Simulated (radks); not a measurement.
Values are calculated unless marked as measured or tabulated.
Species: Sc III. Configuration: [Ar] 3d1 (the NIST ground configuration). Code: a radial shooting solver on a logarithmic mesh with Libxc functionals. Model: Dirac Kohn-Sham, LDA (Slater exchange, Perdew-Wang correlation), spin-unpolarised, spherical densities, finite nucleus; open shells fill j = l - 1/2 first; Fermi nuclear charge, rms radius 3.5459 fm. Some entries of the table are withheld. Estimate them.

orbital,occ.,eigenvalue (hartree),<1/r> (bohr^-1)
1s1/2,2,-161.7057,20.73
2s1/2,2,(1),(2)
2p1/2,2,-14.94071,(3)
2p3/2,4,-14.77054,(4)
3s1/2,2,-2.57784,(5)
3p1/2,2,-1.81191,1.187
3p3/2,4,-1.79283,1.176
3d3/2,1,-0.66683,(6)
3d5/2,0,-0.66548,(7)

Answer. 
(1) 2s1/2 eigenvalue (hartree): -17.94740
(2) 2s1/2 <1/r> (bohr^-1): 4.294
(3) 2p1/2 <1/r> (bohr^-1): 4.231
(4) 2p3/2 <1/r> (bohr^-1): 4.182
(5) 3s1/2 <1/r> (bohr^-1): 1.309
(6) 3d3/2 <1/r> (bohr^-1): 0.8460
(7) 3d5/2 <1/r> (bohr^-1): 0.8441
